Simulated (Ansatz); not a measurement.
Species: C7H14, charge 0, multiplicity 1. 
Structure (B3LYP-D3(BJ)/def2-TZVP (Ansatz, a quantum-chemistry and plane-wave program) minimum search):
```xyz
21

C      0.2231     1.6788     0.2819
C     -1.0111     0.9383     0.8079
C     -1.6090    -0.0474    -0.2037
C     -0.9875    -1.4515    -0.2277
C      0.5351    -1.5312    -0.0440
C      1.3561    -0.4312    -0.7283
C      1.4919     0.8420     0.1136
H      0.4519     2.5136     0.9511
H     -0.0390     2.1277    -0.6831
H     -0.7742     0.4254     1.7464
H     -1.7694     1.6856     1.0562
H     -2.6801    -0.1588    -0.0159
H     -1.5306     0.4030    -1.1980
H     -1.4532    -2.0621     0.5515
H     -1.2584    -1.9235    -1.1768
H      0.7747    -1.5140     1.0237
H      0.8646    -2.5097    -0.4027
H      0.9321    -0.1933    -1.7100
H      2.3617    -0.8150    -0.9197
H      1.8630     0.5533     1.1037
H      2.2652     1.4801    -0.3246
```
Charge 0, spin multiplicity 1.

Total electronic energies in hartree. Correlated levels leave the core frozen unless marked. No spin-orbit coupling. Non-relativistic unless marked X2C. Basis-set limits of correlation are two-point, X^-3; Hartree-Fock from the larger set. The bracket is a focal-point correction in the basis named.

```
level                                                                 program  energy (Eh)
-------------------------------------------------------------  --------------  -----------
HF/aug-cc-pVQZ                                                         Ansatz   -273.33842
BLYP-D4/def2-TZVPD                                             Ansatz + dftd4            …
r2SCAN/def2-TZVPD                                                      Ansatz   -275.09877
B97M-V/def2-TZVPD                                                      Ansatz   -275.28412
PBE0/STO-3G                                                            Ansatz            …
PBE0/def2-TZVP                                                         Ansatz   -274.93457
BHLYP-D4/def2-TZVPD                                            Ansatz + dftd4   -275.11550
BHLYP/def2-TZVPD                                                       Ansatz   -275.09529
HSE06-D3(BJ)/def2-TZVPD                                        Ansatz + dftd3   -274.92988
CAM-B3LYP-D3(BJ)/def2-TZVPD                                    Ansatz + dftd3   -275.12430
B2GP-PLYP-D3(BJ)/def2-TZVPD                                    Ansatz + dftd3   -274.95232
MP2/cc-pVDZ                                                            Ansatz   -274.25109
SCS-MP2/cc-pVDZ                                                        Ansatz   -274.24808
SCS-MP2/cc-pwCVTZ                                                      Ansatz   -274.56308
CCSD/6-31G                                                             Ansatz   -273.83610
CCSD/aug-cc-pVTZ                                                       Ansatz   -274.63016
CCSD/cc-pwCVTZ                                                         Ansatz   -274.62499
CCSD(T)/6-31G*                                                         Ansatz   -274.25933
CCSD(T)/aug-cc-pVDZ                                                    Ansatz   -274.42544
CCSD(T)/cc-pVDZ                                                        Ansatz   -274.37464
CCSD(T)/cc-pwCVTZ                                                      Ansatz   -274.67934
X2C-CCSD(T)/cc-pVTZ-DK                                                 Ansatz   -274.76750
RI-MP2/CBS(aug-cc-pVTZ,aug-cc-pVQZ)+[CCSD(T)-MP2]/aug-cc-pVTZ          Ansatz    -274.8097
```

Task: Complete the blanks.

Result: 
- BLYP-D4/def2-TZVPD, energy (Eh): -275.13725
- PBE0/STO-3G, energy (Eh): -271.62538
